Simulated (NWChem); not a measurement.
CH2F4Si; SMILES FC(F)([SiH2]F)F

```xyz
8

Si    -0.5973    -1.0923    -0.0040
F      0.6645    -2.0917     0.0071
C      0.0640     0.7109    -0.0002
F      0.8236     0.9932    -1.0837
F      0.8034     0.9960     1.0965
F     -0.9895     1.5707    -0.0110
H     -1.3823    -1.2801    -1.2438
H     -1.4022    -1.2780     1.2233
```
Atoms are numbered in this order, from 1.

Program: NWChem. Pople sets run with spherical d functions. Geometry: optimised at B3LYP/6-31G* (spherical d). Field at 589 nm.

For level B3LYP/6-31G*:

```
Item                              Value
--------------------------------  -----
isotropic polarisability (bohr³)   32.4
```

Q: How do the values read with level B3LYP/def2-SVPD instead?

A: The isotropic polarisability (bohr³) is 42.7.
